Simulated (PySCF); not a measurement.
Job file and geometry (Å, from GFN2-xTB) of an NMR shielding run on `FC(CP(CC)C)(F)F`, C5H10F3P, PySCF 2.14.0, density-fitted response routines, GIAO PBE0/pcSseg-1 NMR shielding, non-relativistic, gas phase; density fitting, a coarse starting grid and PySCF grid level 2 are the driver's defaults:

```
$ OMP_NUM_THREADS=1 python probes_run.py task.json out

{"job": {"kind": "nmr", "xc": "PBE0", "basis": "pcSseg-1"}, "charge": 0, "multiplicity": 1}
C      2.760194     0.198047    -0.153597
C      1.388880     0.735169     0.231110
P      0.031853    -0.115423    -0.722590
C     -0.000215    -1.719469     0.195942
C     -1.373407     0.742798     0.190108
C     -2.667217     0.439703    -0.511490
F     -3.727035     1.020081     0.084309
F     -2.668909     0.866070    -1.780805
F     -2.942489    -0.873887    -0.552012
H      2.917688     0.295954    -1.225616
H      3.543456     0.750941     0.361576
H      2.855631    -0.852510     0.110707
H      1.217832     0.619726     1.305208
H      1.335826     1.799254    -0.012440
H      0.853544    -2.314368    -0.122246
H      0.046564    -1.563787     1.273434
H     -0.905516    -2.265168    -0.059823
H     -1.451526     0.422585     1.231248
H     -1.224959     1.823535     0.149515
```

Problem. What does the program print?

Solution. 
```
coarse grid: 16512 points
cycle   1  E = -836.5179189696  dE =  1.040e+00  |g| = 9.258e-01  |ddm| = 3.770e+00
cycle   2  E = -836.3907587619  dE =  1.272e-01  |g| = 1.319e+00  |ddm| = 1.164e+00
cycle   3  E = -836.6714463660  dE = -2.807e-01  |g| = 8.256e-02  |ddm| = 6.920e-01
cycle   4  E = -836.6726401847  dE = -1.194e-03  |g| = 3.972e-02  |ddm| = 9.448e-02
cycle   5  E = -836.6729981977  dE = -3.580e-04  |g| = 6.087e-03  |ddm| = 3.644e-02
cycle   6  E = -836.6730074904  dE = -9.293e-06  |g| = 1.738e-03  |ddm| = 9.104e-03
final grid: 156504 points
cycle   7  E = -836.7464870177  dE = -5.983e-05  |g| = 9.961e-03  |ddm| = 3.693e-02
cycle   8  E = -836.7464750144  dE =  1.200e-05  |g| = 1.270e-02  |ddm| = 1.672e-02
cycle   9  E = -836.7465102816  dE = -3.527e-05  |g| = 8.541e-04  |ddm| = 9.382e-03
cycle  10  E = -836.7465103875  dE = -1.059e-07  |g| = 2.818e-04  |ddm| = 7.266e-04
cycle  11  E = -836.7465103993  dE = -1.180e-08  |g| = 7.270e-05  |ddm| = 2.134e-04
cycle  12  E = -836.7465104006  dE = -1.260e-09  |g| = 1.761e-05  |ddm| = 9.409e-05
cycle  13  E = -836.7465104007  dE = -6.617e-11  |g| = 4.851e-06  |ddm| = 1.993e-05
converged SCF energy = -836.7465104007

GIAO shielding tensors (ppm)
atom      isotropic    diamagn.    paramagn.     s11        s22        s33       span
  0 C      174.705     246.097     -71.392    163.277    172.549    188.289     25.012
  1 C      156.334     255.335     -99.001    148.076    149.823    171.103     23.026
  2 P      379.812     968.304    -588.492    336.382    376.048    427.006     90.625
  3 C      169.348     255.135     -85.787    152.506    165.205    190.333     37.827
  4 C      143.534     256.862    -113.328    124.253    141.227    165.122     40.869
  5 C       50.805     245.248    -194.443     43.980     49.681     58.753     14.773
  6 F      241.423     469.548    -228.125    149.632    233.509    341.128    191.496
  7 F      247.132     474.058    -226.926    161.291    248.061    332.044    170.752
  8 F      251.600     476.230    -224.630    169.234    252.729    332.836    163.602
  9 H       30.617      29.334       1.283     25.895     28.823     37.135     11.240
 10 H       30.249      27.659       2.590     25.044     27.232     38.471     13.428
 11 H       30.757      30.181       0.577     25.244     30.726     36.302     11.058
 12 H       30.470      34.257      -3.787     25.775     30.993     34.641      8.866
 13 H       30.186      33.418      -3.232     24.663     29.928     35.968     11.306
 14 H       30.385      31.754      -1.368     25.454     28.160     37.542     12.089
 15 H       31.117      33.050      -1.933     28.062     28.315     36.974      8.912
 16 H       29.952      31.615      -1.663     24.569     29.206     36.079     11.510
 17 H       29.792      33.167      -3.375     26.127     30.135     33.114      6.986
 18 H       29.579      32.566      -2.987     24.683     30.268     33.785      9.102
```

Size and cost of the density-fitted run: 210 basis functions, 33 s wall time on 1 thread of an Arm Neoverse V2, shared host; peak memory 0.93 GiB.
